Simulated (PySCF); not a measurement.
## Löwdin shares of the frontier orbitals

Species: AlCl2Me, CH3AlCl2.
Z-matrix (Å and degrees, PBE0-D3(BJ)/def2-SVP geometry), rows numbered from 1:
```
Al
Cl  1  2.0996
Cl  1  2.0999  2  115.98
C   1  1.9315  2  121.69  3   179.17
H   4  1.1031  1  109.82  2   -84.69
H   4  1.1006  1  111.82  2   156.02
H   4  1.1011  1  111.34  2    33.91
```

The calculation used PySCF 2.14.0, density-fitted response routines, TDDFT wB97X-D/def2-SVPD, vertical, gas phase, core orbitals frozen in the response.

Kohn–Sham orbitals with the atoms that hold most of them (Löwdin shares over 4%, at most four atoms; ? is withheld):

| orbital | ε (eV) | atoms |
| --- | --- | --- |
| LUMO+2 | 2.51 | Al1 41%, Cl2 18%, Cl3 18%, C4 13% |
| LUMO+1 | 0.78 | Al1 50%, Cl3 16%, Cl2 16%, C4 12% |
| LUMO | 0.65 | ? |
| HOMO | ? | ? |
| HOMO-1 | -11.05 | Cl3 48%, Cl2 48% |
| HOMO-2 | -11.35 | Cl2 47%, Cl3 46%, Al1 7% |
| HOMO-3 | -11.79 | Cl3 45%, Cl2 44%, Al1 10% |

(1) Which atoms hold the HOMO, and with what shares?

(2) Which atoms hold the LUMO, and with what shares?

(3) What is the HOMO energy, and the HOMO–LUMO gap?

Answers

(1) C4 (bonded to Al and 3 H) 32%; Cl2 (bonded to Al) 21%; Cl3 (bonded to Al) 20%; Al1 (bonded to C and 2 Cl) 15%. By element: chlorine 41%, carbon 32%, aluminium 15%.

(2) Al1 (bonded to C and 2 Cl) 63%; Cl3 (bonded to Al) 11%; Cl2 (bonded to Al) 11%; C4 (bonded to Al and 3 H) 9%. By element: aluminium 63%, chlorine 22%, carbon 9%.

(3) ε(HOMO) = -10.86 eV; the gap is 11.51 eV (0.4230 hartree).

The HOMO–LUMO gap is 11.51 eV. Where does the response calculation put the lowest singlet, and from which orbitals?

S1 is at 6.78 eV (f = 0.0060), 4.73 eV below the gap, made of HOMO→LUMO+1 (86%), HOMO→LUMO (13%). Its leading pair isn't HOMO and LUMO; the energies of that pair differ by 11.64 eV. 

One configuration dominates each of S1, S2, S3, S5 and S6. Which, and how do the shares of the two leading atoms of either orbital change from the occupied to the empty one?

- S1 (6.78 eV, f 0.0060), HOMO→LUMO+1 (86%): C4 32% → 12%, Cl2 21% → 16%, Al1 15% → 50%, Cl3 20% → 16%
- S2 (7.06 eV, f 0.0002), HOMO-1→LUMO+1 (83%): Cl3 48% → 16%, Cl2 48% → 16%, Al1 at most 4% → 50%
- S3 (7.39 eV, f 0.207), HOMO→LUMO (76%): C4 32% → 9%, Cl2 21% → 11%, Al1 15% → 63%, Cl3 20% → 11%
- S5 (7.61 eV, f 0.012), HOMO-2→LUMO (86%): Cl2 47% → 11%, Cl3 46% → 11%, Al1 7% → 63%
- S6 (7.71 eV, f 0.069), HOMO-2→LUMO+1 (85%): Cl2 47% → 16%, Cl3 46% → 16%, Al1 7% → 50%
